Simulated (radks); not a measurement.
Neutral cobalt inside a hard spherical wall (all orbitals vanish at R), configuration held at [Ar] 3d7 4s2 and not refilled when levels cross. All-electron calculation, scalar-relativistic Kohn-Sham, PBEsol, spin-unpolarised, spherical densities, point nucleus. Program: a radial shooting solver on a logarithmic mesh with Libxc functionals. Eigenvalues in eV, with the zero of energy where the potential of the charges vanishes at infinity; a dash marks a level that is unbound or too diffuse for the functional's potential to be trusted. A positive occupied level is held by the wall or, in an anion where self-interaction has pushed it up, behind a barrier. The pressure on the wall is -dE/dV.

| R (bohr) | E (hartree) | kinetic (hartree) | e(3s) | e(3p) | e(3d) | e(4s) | e(4p, empty) | e(5s, empty) | pressure (GPa) |
|---|---|---|---|---|---|---|---|---|---|
| free | -1391.90201 | 1409.715 | -102.14 | -65.511 | -8.230 | -5.489 | -1.247 | - | 0 |
| 20 | -1391.90201 | 1409.715 | -102.14 | -65.511 | -8.230 | -5.489 | -1.247 | - | < 0.0001 |
| 12 | -1391.90199 | 1409.715 | -102.14 | -65.508 | -8.228 | -5.488 | -1.220 | 0.808 | 0.000347 |
| 8 | -1391.89966 | 1409.735 | -101.99 | -65.365 | -8.088 | -5.362 | -0.828 | 3.865 | 0.103 |
| 7 | -1391.89424 | 1409.771 | -101.77 | -65.143 | -7.872 | -5.152 | -0.385 | 6.240 | 0.443 |
| 5 | -1391.81602 | 1410.154 | -100.04 | -63.415 | -6.217 | -3.214 | 2.777 | 19.343 | 9.91 |
| 3.5 | -1391.29368 | 1412.113 | -94.196 | -57.660 | -0.657 | 5.407 | 14.381 | 58.427 | 165 |
| 3 | -1390.62689 | 1414.370 | -89.268 | -52.843 | 4.197 | 14.512 | 25.624 | 92.210 | 515 |
| 2 | -1384.21481 | 1434.852 | -62.751 | -26.309 | 33.492 | 84.297 | 103.32 | 292.85 | 9600 |
